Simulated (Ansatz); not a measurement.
Cost and result for the atomization energy of C₂H₇ClSi, SMILES `C[SiH2]CCl` (11 atoms, 10 bonds).

Cartesian coordinates in Å:
```
C 1.253 0.831 -0.485
Si 0.373 -0.558 0.394
C -1.498 -0.331 0.307
Cl -2.032 -0.286 -1.400
H 1.025 1.794 -0.021
H 2.335 0.686 -0.452
H 0.944 0.875 -1.532
H 0.741 -0.589 1.839
H 0.707 -1.874 -0.211
H -2.029 -1.151 0.791
H -1.818 0.603 0.770
```

Total charge 0; spin multiplicity 1. All single points use the PBE0-D4/def2-TZVP geometry. It is one conformer, not always the lowest. Program: Ansatz. All runs use 4 threads of an Arm Neoverse V2 on a shared host. Times are those of one run each, without the atoms' runs, and a repeat can differ threefold. Electronic energies, without spin–orbit coupling; frozen cores. CCSD(T)/CBS adds CCSD(T) − MP2 in def2-TZVPP to the MP2 limit, and its time is that of the two runs behind it. T1 = 0.010. B3LYP takes the VWN-RPA correlation (the form of Gaussian; ORCA's B3LYP/G). HSE06 is the plane-wave form, built on full-range PBE exchange.

CCSD(T)/CBS is a level of theory with its own doubt, some kJ/mol a heavy atom from the limit and from the frozen cores, so smaller differences don't rank the functionals.

```json
{"level": "LDA (SPW92)/def2-TZVPP", "functions": "244", "wall time": "1.1 s", "atomization (kJ/mol)": "4266.0", "difference from CCSD(T)/CBS": "461.3", "per bond": "46.1"}
{"level": "BLYP-D4/def2-TZVPP", "functions": "244", "wall time": "1.6 s", "atomization (kJ/mol)": "3765.1", "difference from CCSD(T)/CBS": "-39.6", "per bond": "-4.0"}
{"level": "CCSD(T)/def2-SVP", "functions": "99", "wall time": "2.3 s", "atomization (kJ/mol)": "3594.9", "difference from CCSD(T)/CBS": "-209.8", "per bond": "-21.0"}
{"level": "HSE06-D4/def2-TZVPP", "functions": "244", "wall time": "2.4 s", "atomization (kJ/mol)": "3805.9", "difference from CCSD(T)/CBS": "1.2", "per bond": "0.1"}
{"level": "B3LYP-D4/def2-TZVPP (with forces)", "functions": "244", "wall time": "3.5 s", "atomization (kJ/mol)": "3796.9", "difference from CCSD(T)/CBS": "-7.8", "per bond": "-0.8"}
{"level": "r2SCANh-D4/def2-TZVPP", "functions": "244", "wall time": "3.8 s", "atomization (kJ/mol)": "3796.6", "difference from CCSD(T)/CBS": "-8.1", "per bond": "-0.8"}
{"level": "r2SCAN-D4/def2-TZVPP (with forces)", "functions": "244", "wall time": "3.8 s", "atomization (kJ/mol)": "3808.9", "difference from CCSD(T)/CBS": "4.2", "per bond": "0.4"}
{"level": "B2PLYP/def2-TZVPP", "functions": "244", "wall time": "3.9 s", "atomization (kJ/mol)": "3754.8", "difference from CCSD(T)/CBS": "-49.9", "per bond": "-5.0"}
{"level": "PBE-QIDH/def2-TZVPP", "functions": "244", "wall time": "3.9 s", "atomization (kJ/mol)": "3785.1", "difference from CCSD(T)/CBS": "-19.6", "per bond": "-2.0"}
{"level": "B97M-V/def2-TZVPP", "functions": "244", "wall time": "7 s", "atomization (kJ/mol)": "3815.9", "difference from CCSD(T)/CBS": "11.2", "per bond": "1.1"}
{"level": "MP2/def2-QZVPP", "functions": "464", "wall time": "16 s", "atomization (kJ/mol)": "3788.8", "difference from CCSD(T)/CBS": "-15.9", "per bond": "-1.6"}
{"level": "CCSD(T)/def2-TZVPP", "functions": "244", "wall time": "73 s", "atomization (kJ/mol)": "3714.6", "difference from CCSD(T)/CBS": "-90.1", "per bond": "-9.0"}
{"level": "CCSD(T)/CBS(def2)", "functions": "–", "wall time": "89 s", "atomization (kJ/mol)": "3804.7", "difference from CCSD(T)/CBS": "0.0", "per bond": "0.0"}
```

From BLYP to BHLYP (50 % exact exchange), in def2-TZVPP and without D4, the atomization energy moves by −12.2 kJ/mol: exact exchange takes away binding that semilocal exchange gives to molecules. At CCSD(T), def2-SVP lies −209.8 kJ/mol from the extrapolated value and def2-TZVPP −90.0 kJ/mol: correlation converges slowly with the basis, and small sets miss more of it in the bonded molecule than in its fragments. Leaving LDA and LC-ωPBE aside and taking each functional with its dispersion term where it has one, the values, not all of them listed here, spread over 101.0 kJ/mol, from BHLYP-D4 to PBE-D4. LDA lies +455.8 kJ/mol from PBE without D4, its usual overbinding.
